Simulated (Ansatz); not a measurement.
Reaction (germylene formation by 1,1-elimination): `C#[C][GeH2][CH3]` → acetylene + `[CH3][GeH]`

Isolated molecules relaxed with PBE0-D4/def2-TZVP in Ansatz; ΔE leaves out vibrations. CBS: MP2 limit from def2 TZ/QZ plus the TZ coupled-cluster correction, frozen cores. This one scheme is used for every species. Functionals use def2-TZVPP. For Ge outer-core shells are correlated without core-valence functions, which leaves a few kJ/mol of doubt a bond. Scalar relativity is left out up to krypton.

CCSD(T)/CBS gives +186.0 kJ/mol.

Question: Another level gave +200.2 kJ/mol. Which?
A. CCSD/def2-TZVPP
B. CAM-B3LYP/def2-TZVPP
C. CAM-B3LYP-D4/def2-TZVPP
D. SCS-MP2/def2-TZVPP

Answer: D. SCS-MP2/def2-TZVPP 200.2, CAM-B3LYP-D4 180.9, CAM-B3LYP 174.8, CCSD/def2-TZVPP 192.2 kJ/mol.

Largest T1 diagnostic among the species: 0.013.

From BLYP to BHLYP (50 % exact exchange), in def2-TZVPP and without D4, ΔE moves by +32.4 kJ/mol. Leaving LDA and LC-ωPBE aside and taking each functional with its dispersion term where it has one, the values, not all of them listed here, spread over 53.3 kJ/mol, from BLYP-D4 to PBE-QIDH. LDA lies +38.7 kJ/mol from PBE without D4.
